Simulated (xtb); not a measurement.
CH$_{3}$ (SMILES [CH3-]), charge -1, singlet, geometry from GFN2-xTB; GFN1-xTB run with xtb.

The xtb input:
```
$ xtb mol.xyz --gfn 1 --chrg -1 --opt --json

# file mol.xyz
4

C      0.09443537     0.09844229     0.10070566
H     -0.62720871    -0.62142525     0.62463322
H      0.66399153    -0.60849894    -0.59880803
H     -0.60339501     0.63927042    -0.63005917
```

The log (banner, timings and long lists left out):

```
   ID    Z sym.   atoms
    1    6 C      1
    2    1 H      2-4

           -------------------------------------------------
          |                Calculation Setup                |
           -------------------------------------------------

           -------------------------------------------------
          |                 G F N 1 - x T B                 |
           -------------------------------------------------

          ...................................................
          :                      SETUP                      :
          :.................................................:
          :  # basis functions                  10          :
          :  # atomic orbitals                  10          :
          :  # shells                            8          :
          :  # electrons                         8          :
          :  # halogen bonds                     0          :
          :  max. iterations                   250          :
          :  Hamiltonian                  GFN1-xTB          :
          :  restarted?                      false          :
          :  GBSA solvation                  false          :
          :  PC potential                    false          :
          :  electronic temp.          300.0000000     K    :
          :  accuracy                    1.0000000          :
          :  -> integral cutoff          0.2500000E+02      :
          :  -> integral neglect         0.1000000E-07      :
          :  -> SCF convergence          0.1000000E-05 Eh   :
          :  -> wf. convergence          0.2000000E-04 e    :
          :  Broyden damping             0.4000000          :
          :  net charge                         -1          :
          :  unpaired electrons                  0          :
          ...................................................

 iter      E             dE          RMSdq      gap      omega  full diag
   1     -3.8508576 -0.385086E+01  0.840E+00    6.25       0.0  T
   2     -3.8510688 -0.211226E-03  0.508E+00    6.33       1.0  T
   3     -3.8512603 -0.191484E-03  0.204E-01    6.48       1.0  T
   4     -3.8512743 -0.140460E-04  0.610E-02    6.52       1.0  T
   5     -3.8512763 -0.191454E-05  0.405E-03    6.54      12.3  T
   6     -3.8512763 -0.887355E-08  0.769E-05    6.54     650.1  T
   7     -3.8512763  0.890443E-11  0.132E-04    6.54     380.1  T

   *** convergence criteria satisfied after 7 iterations ***

[...]
         :: total energy              -3.819549389826 Eh    ::
 * total energy  :    -3.8195494 Eh     change       -0.9662049E-11 Eh
 * total energy  :    -3.8229966 Eh     change       -0.3447244E-02 Eh
 * total energy  :    -3.8237605 Eh     change       -0.7639071E-03 Eh
 * total energy  :    -3.8239834 Eh     change       -0.2228422E-03 Eh
 * total energy  :    -3.8239854 Eh     change       -0.2002802E-05 Eh
   *** GEOMETRY OPTIMIZATION CONVERGED AFTER 5 ITERATIONS ***
         :: total energy              -3.823985385901 Eh    ::
[...]

    * Orbital Energies and Occupations

         #    Occupation            Energy/Eh            Energy/eV
      -------------------------------------------------------------
         1        2.0000           -0.2736049              -7.4452
         2        2.0000           -0.1759550              -4.7880
         3        2.0000           -0.1759550              -4.7880
         4        2.0000           -0.0463822              -1.2621 (HOMO)
         5                          0.2026976               5.5157 (LUMO)
         6                          0.2738220               7.4511
         7                          0.2738220               7.4511
         8                          0.5890825              16.0298
         9                          0.5890825              16.0298
        10                          0.7986593              21.7326
      -------------------------------------------------------------
                  HL-Gap            0.2490797 Eh            6.7778 eV
             Fermi-level            0.0781577 Eh            2.1268 eV

  Mulliken/CM5 charges         n(s)   n(p)   n(d)
     1C    -1.01954 -1.16260   1.177  3.843  0.000
     2H     0.00651  0.05420   0.993  0.000  0.000
     3H     0.00651  0.05420   0.993  0.000  0.000
     4H     0.00651  0.05420   0.993  0.000  0.000

Wiberg/Mayer (AO) data.
largest (>0.10) Wiberg bond orders for each atom

 ---------------------------------------------------------------------------
     #   Z sym  total        # sym  WBO       # sym  WBO       # sym  WBO
 ---------------------------------------------------------------------------
     1   6 C    3.037 --     3 H    1.012     2 H    1.012     4 H    1.012
     2   1 H    1.019 --     1 C    1.012
     3   1 H    1.019 --     1 C    1.012
     4   1 H    1.019 --     1 C    1.012
 ---------------------------------------------------------------------------

Topologies differ in total number of bonds
Writing topology from bond orders to xtbtopo.mol

 dipole moment from electron density (au)
     X       Y       Z
  -0.4535  -0.4727  -0.4836  total (Debye):    2.070

optimized geometry written to: xtbopt.xyz

           -------------------------------------------------
          | TOTAL ENERGY               -3.823985385901 Eh   |
          | GRADIENT NORM               0.000143193078 Eh/α |
          | HOMO-LUMO GAP               6.777804933891 eV   |
           -------------------------------------------------
```
